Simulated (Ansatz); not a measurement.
Reaction (ligand exchange at the Si–C bond): `C[Si](F)(F)N=C=O` + H–F → `O=C=N[Si](F)(F)F` + CH₄

Gas-phase electronic energies from Ansatz, PBE0-D4/def2-TZVP geometries. CBS: MP2 limit from def2 TZ/QZ plus the TZ coupled-cluster correction, frozen cores. This one scheme is used for every species. DFT in def2-TZVPP. Each species was taken in one conformer, which may not be the lowest.

`C[Si](F)(F)N=C=O`:

Cartesian coordinates in Å:
```
C 1.264 -0.763 -0.687
Si -0.457 -0.196 -0.439
F -0.973 0.614 -1.698
F -1.440 -1.426 -0.264
N -0.609 0.797 0.921
C -1.108 1.476 1.769
O -1.550 2.142 2.610
H 1.932 0.090 -0.820
H 1.336 -1.400 -1.571
H 1.606 -1.334 0.179
```

H–F:

```xyz
2

F     0.120    0.098   -0.433
H    -0.120   -0.098    0.433
```

`O=C=N[Si](F)(F)F`:

```xyz
7

O     0.192    3.014   -0.225
C     0.117    1.864   -0.115
N     0.040    0.678    0.010
Si   -0.062   -0.980    0.067
F    -0.324   -1.455    1.536
F     1.271   -1.630   -0.435
F    -1.235   -1.491   -0.837
```

CH₄:

```xyz
5

C     0.000    0.000    0.000
H    -0.873   -0.069   -0.648
H    -0.311   -0.095    1.040
H     0.486    0.964   -0.147
H     0.698   -0.800   -0.245
```

```
      level  ΔE (kJ/mol)
    PBE0-D4       -129.4
HF/def2-SVP       -145.7
```

Q: What does CCSD(T)/CBS give? (Best estimate.)

A: Computed: -136.1 kJ/mol. The listed levels differ from it by 6.7, -9.6 kJ/mol.

Largest T1 diagnostic among the species: 0.014.

The D4 term adds +6.0 kJ/mol with B3LYP and +3.4 kJ/mol with PBE0; it sums over pairs of atoms, weighted by their polarisabilities, and B3LYP, whose exchange is more repulsive, gets the larger term. From BLYP to BHLYP (50 % exact exchange), in def2-TZVPP and without D4, ΔE moves by −7.6 kJ/mol. Leaving LDA and LC-ωPBE aside and taking each functional with its dispersion term where it has one, the values, not all of them listed here, spread over 25.9 kJ/mol, from B97M-V to revPBE-D4.

B3LYP here is the variant with VWN-RPA as its local correlation; programs differ in this.
